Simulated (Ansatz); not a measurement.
System: H2SiO2 (charge +1, doublet). SMILES of the parent species: O[Si]O

Atoms: Si1, O2, H3, O4, H5. Bonds: Si1-O2, Si1-O4, O2-H3, O4-H5.

Bond lengths (Å) and angles (degrees) optimised at HF/3-21G with Ansatz (a first-principles code); HF/6-31G* with Ansatz; B3LYP/LANL2DZ with Ansatz, each started from the B3LYP-D3(BJ)/def2-TZVP structure (Ansatz) of the last column. A row stands for all coordinates that are equal there. 6-31G* holds six Cartesian d functions. No wavenumbers were computed at B3LYP/LANL2DZ, so these may be saddle points.

| coordinate | HF/3-21G | HF/6-31G* | B3LYP/LANL2DZ | B3LYP-D3(BJ)/def2-TZVP |
|---|---|---|---|---|
| Si1-O2 | 1.562 | 1.557 | 1.603 | 1.566 |
| O2-H3 | 0.957 | 0.954 | 0.973 | 0.969 |
| O2-Si1-O4 | 121.9 | 127.2 | 114.8 | 130.8 |
| Si1-O2-H3 | 179.0 | 137.7 | 150.4 | 136.5 |

Mean signed difference of all 4 bond lengths from B3LYP-D3(BJ)/def2-TZVP: HF/3-21G -0.008 Å, HF/6-31G* -0.012 Å, B3LYP/LANL2DZ 0.020 Å.
